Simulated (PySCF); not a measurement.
# Curvature of the energy in the electron number along group 13, charge +2

Calculated with PySCF 2.14, in aug-cc-pVDZ, non-relativistic, aug-cc-pVDZ-PP with ECP10MDF, ECP, aug-cc-pVDZ-PP with ECP28MDF, ECP, aug-cc-pVDZ-PP with ECP60MDF, ECP: one orbital is emptied in steps, and each cell gives the departure of E from the straight line at half an electron, in eV (from a cubic fit). The exact functional gives zero.

```
species   orbital    LDA    PBE   PBE0  BHandHLYP  LC-wPBE   UHF
    B²⁺  2s alpha  -1.25  -1.30  -0.96      -0.74    -0.23  0.00
   Ga²⁺  4s alpha  -1.20  -1.22  -0.90      -0.64    -0.17  0.02
   In²⁺  5s alpha  -1.10  -1.11  -0.81      -0.57    -0.12  0.03
   Tl²⁺  6s alpha  -1.15  -1.15  -0.84      -0.57    -0.14  0.05
```

Q: How does the mean departure depend on the functional?

A: LDA -1.17 eV; PBE -1.19 eV; PBE0 -0.88 eV; BHandHLYP -0.63 eV; LC-wPBE -0.16 eV; UHF 0.03 eV. Semilocal functionals are convex (delocalisation error), Hartree-Fock is concave or straight, and exact exchange removes curvature roughly in proportion to its share, so among the functionals the range-separated hybrids usually come closest to zero.

No spin-orbit coupling is included.
